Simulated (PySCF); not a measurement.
# Nonlinear optical response: 3-methoxythiophene (s1ccc(OC)c1, C5H6OS)

Molfile (atoms numbered from 1):
```
C5H6OS
     RDKit          3D

 13 13  0  0  0  0  0  0  0  0999 V2000
    1.9944   -0.2551   -0.2063 C   0  0  0  0  0  0  0  0  0  0  0  0
    0.8651    0.5666   -0.2931 O   0  0  0  0  0  0  0  0  0  0  0  0
   -0.3328   -0.0382   -0.2136 C   0  0  0  0  0  0  0  0  0  0  0  0
   -1.5258    0.7452   -0.2921 C   0  0  0  0  0  0  0  0  0  0  0  0
   -2.6515   -0.0226   -0.1951 C   0  0  0  0  0  0  0  0  0  0  0  0
   -2.2822   -1.6886   -0.0087 S   0  0  0  0  0  0  0  0  0  0  0  0
   -0.5874   -1.3828   -0.0584 C   0  0  0  0  0  0  0  0  0  0  0  0
    2.0202   -0.9958   -1.0261 H   0  0  0  0  0  0  0  0  0  0  0  0
    2.0295   -0.7948    0.7573 H   0  0  0  0  0  0  0  0  0  0  0  0
    2.8742    0.3959   -0.2844 H   0  0  0  0  0  0  0  0  0  0  0  0
   -1.5156    1.8280   -0.4153 H   0  0  0  0  0  0  0  0  0  0  0  0
   -3.6886    0.3079   -0.2235 H   0  0  0  0  0  0  0  0  0  0  0  0
    0.1190   -2.2045    0.0284 H   0  0  0  0  0  0  0  0  0  0  0  0
  1  2  1  0
  2  3  1  0
  3  4  1  0
  4  5  2  0
  5  6  1  0
  6  7  1  0
  7  3  2  0
  1  8  1  0
  1  9  1  0
  1 10  1  0
  4 11  1  0
  5 12  1  0
  7 13  1  0
M  END
```

Method: quadratic response CAM-B3LYP/def2-TZVPD first hyperpolarisability, Taylor convention, gas phase in PySCF 2.14.0. Geometry: PBE0-D3(BJ)/def2-SVP.

Q: Give β for the processes computed.

A: In au, Taylor convention; the vector part is βᵢ = ⅓ Σⱼ (βᵢⱼⱼ + βⱼᵢⱼ + βⱼⱼᵢ); β∥ is 3/5 of the vector part along the dipole, the dipole points from − to +:
```tsv
process	λ (nm)	β vector norm	β∥	β HRS	depolarisation ratio
static β(0;0,0)	∞	267.2	69.0	105.5	5.96
second harmonic β(−2ω;ω,ω)	1907	279.1	72.6	110.2	6.02
Pockels β(−ω;ω,0)	1907	271.0	70.1	–	–
second harmonic β(−2ω;ω,ω)	1064	309.3	82.0	122.3	6.16
Pockels β(−ω;ω,0)	1064	279.9	72.8	–	–
```

Q: Which lowest excitations, dipole and polarisabilities go with it?

A: S1 5.33 eV (f = 0.090); S2 5.46 eV (f = 0.005); S3 5.84 eV (f = 0.000); dipole 1.06 D; isotropic α 81.9 au static, 82.1 au at 1907 nm, 82.8 au at 1064 nm, 83.0 au at 953.5 nm, 85.8 au at 532 nm.
